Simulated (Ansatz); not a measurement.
Cost and result for the atomization energy of C4H7ClSi (`C=C=C([SiH3])CCl`) (13 atoms, 12 bonds).

Cartesian coordinates in Å:
```
C -1.7691 -1.4869 -0.8681
C -0.8333 -0.6688 -0.4877
C 0.1123 0.1343 -0.0879
Si 0.9038 -0.1672 1.5854
C 0.5660 1.2688 -0.9552
Cl 0.3815 2.8444 -0.1185
H -2.8089 -1.3000 -0.6205
H -1.5376 -2.3773 -1.4431
H 2.3766 -0.0036 1.4510
H 0.5828 -1.5509 2.0122
H 0.4080 0.7943 2.6010
H -0.0091 1.3276 -1.8772
H 1.6271 1.1852 -1.1912
```

Charge 0, multiplicity 1. Geometry: relaxed with PBE0-D4/def2-TZVP. It is one conformer, not always the lowest. Program: Ansatz. All runs use 2 threads of an AMD EPYC 7R13 on a shared host and a share of an NVIDIA H100 80 GB. Times are those of one run each, without the atoms' runs, and a repeat can differ threefold. Electronic energies, without spin–orbit coupling; frozen cores. CCSD(T)/CBS adds CCSD(T) − MP2 in def2-TZVPP to the MP2 limit, and its time is that of the two runs behind it. T1 = 0.012. B3LYP takes the VWN-RPA correlation (the form of Gaussian; ORCA's B3LYP/G).

CCSD(T)/CBS is a level of theory with its own doubt, some kJ/mol a heavy atom from the limit and from the frozen cores, so smaller differences don't rank the functionals.

```
                             level  functions  wall time  atomization (kJ/mol)  difference from CCSD(T)/CBS  per bond
                PBE0-D4/def2-TZVPP        306        2 s                5022.8                         49.3       4.1
   PBE-D4/def2-TZVPP (with forces)        306      2.6 s                5105.1                        131.6      11.0
r2SCAN-D4/def2-TZVPP (with forces)        306      3.1 s                5007.4                         33.9       2.8
                ωB97X-V/def2-TZVPP        306      3.1 s                4990.2                         16.7       1.4
 B3LYP-D4/def2-TZVPP (with forces)        306      3.2 s                4988.5                         15.0       1.2
                 B2PLYP/def2-TZVPP        306      3.3 s                4930.0                        -43.5      -3.6
                    MP2/def2-QZVPP        578      3.9 s                5005.1                         31.6       2.6
  ωB97M-V/def2-TZVPP (with forces)        306      5.5 s                4997.9                         24.4       2.0
                CCSD(T)/def2-TZVPP        306        6 s                4851.3                       -122.2     -10.2
                 CCSD(T)/CBS(def2)          –       10 s                4973.5                          0.0       0.0
```

From PBE to PBE0 (25 % exact exchange), in def2-TZVPP and without D4, the atomization energy moves by −77.6 kJ/mol: exact exchange takes away binding that semilocal exchange gives to molecules. The D4 term adds +52.4 kJ/mol with B3LYP and +27.9 kJ/mol with PBE0; it sums over pairs of atoms, weighted by their polarisabilities, and B3LYP, whose exchange is more repulsive, gets the larger term. In def2-TZVPP, CCSD(T) changes the Hartree–Fock value by +1166.8 kJ/mol (the triples alone add +81.9 kJ/mol) and MP2 by +1248.6 kJ/mol; breaking electron pairs costs correlation energy, which Hartree–Fock lacks.
